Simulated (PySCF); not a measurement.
## GdP from Hartree–Fock to correlated methods

State: octet, about 7.1 electrons in the 4f shell (Mulliken). Set-up: Gd x2c-SVPall, P x2c-SVPall; spin-free X2C with a Gaussian nucleus (PySCF 2.14). De refers to Gd (4f7 5d1 6s2) + P in their high-spin ground configurations, without counterpoise correction. The functionals are run spin-unrestricted. A positive dipole means Gd(−)P(+). Levels whose curve was spin-contaminated or gave no clean fit are not listed.

| Level | Re (Å) | ωe (cm⁻¹) | De (eV) | μ (D) |
| --- | --- | --- | --- | --- |
| ROHF | 2.345 | 462 | n/a | -9.03 |
| ROHF-MP2 | 2.359 | 424 | n/a | n/a |
| ROHF-SCS-MP2 | 2.371 | 419 | n/a | n/a |
| LDA | 2.323 | 417 | 4.69 | -5.85 |
| PBE | 2.349 | 405 | 3.94 | -6.08 |
| revPBE | 2.354 | 403 | 3.75 | -6.22 |
| r²SCAN | 2.337 | 415 | 3.40 | -6.26 |
| PBE0 | 2.334 | 424 | 3.08 | -6.52 |

What does a quarter of exact exchange do here, going from PBE to PBE0?

PBE0 less PBE: -1.5 pm in Re, +4.7 % in ωe, -0.86 eV in De. Exact exchange removes part of the self-interaction that spreads semilocal densities, and in most molecules shortens and stiffens the bond and lowers De; so it does here.

What does the step from GGA to meta-GGA do here, going from PBE to r²SCAN?

r²SCAN less PBE: -1.2 pm in Re, +2.5 % in ωe, -0.54 eV in De. 

What does the gradient correction do here, going from LDA to PBE?

PBE less LDA: +2.6 pm in Re, -2.9 % in ωe, -0.75 eV in De. The gradient correction favours the more uneven density of free atoms, so it tends to lengthen bonds and takes away much of the overbinding of LDA; so it does here.

Correlated steps freeze 23 core orbitals. These are scalar-relativistic numbers at best; spin–orbit coupling would shift them, the dissociation energy most. UHF is strongly spin-contaminated for GdP, so the ROHF reference used there is far from stable. With d or f electrons several states lie close, and the lowest PBE0 determinant need not be the measured ground state.

The whole job (state search and all levels along the bond) took about 21 min on 2 threads of Arm Neoverse V1 (shared host), peak memory 3 GiB.
